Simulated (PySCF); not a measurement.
**Radial density of Ar²⁺ (argon, charge +2)**

M06-2X, [Ne] 3s2 3p4, high-spin 3P determinant. Calculation: PySCF 2.14, in Sapporo-DZP-2012 (5s4p2d, 27 functions); the spin-free X2C one-electron Hamiltonian (Gaussian nucleus).

| r (bohr) | 4πr²ρ (e/bohr) | 4πr²(ρα − ρβ) |
| --- | --- | --- |
| 0.00161 | 0.1156 | 0.0000 |
| 0.00271 | 0.3192 | 0.0000 |
| 0.00455 | 0.8510 | 0.0001 |
| 0.00766 | 2.142 | 0.0002 |
| 0.0129 | 5.038 | 0.0006 |
| 0.0217 | 10.39 | 0.0020 |
| 0.0364 | 17.45 | 0.0087 |
| 0.0613 | 20.86 | 0.0392 |
| 0.103 | 16.55 | 0.1483 |
| 0.173 | 15.66 | 0.3459 |
| 0.292 | 21.10 | 0.3041 |
| 0.490 | 11.62 | -0.0141 |
| 0.825 | 4.224 | 0.8793 |
| 1.39 | 4.647 | 1.5454 |
| 2.33 | 0.9696 | 0.3477 |
| 3.93 | 0.01767 | 0.0042 |
| 6.60 | 1.465e-05 | 0.0000 |

Densities and radii are taken from the X2C orbitals without a picture-change correction, which distorts them close to the nucleus.

Question: Where is the radial spin density 4πr²(ρα − ρβ) most negative, and why is it negative at all?

Answer: Around r = 0.490 bohr, down to -0.0141 e/bohr: exchange with the open shell polarises the paired shells in an unrestricted calculation.
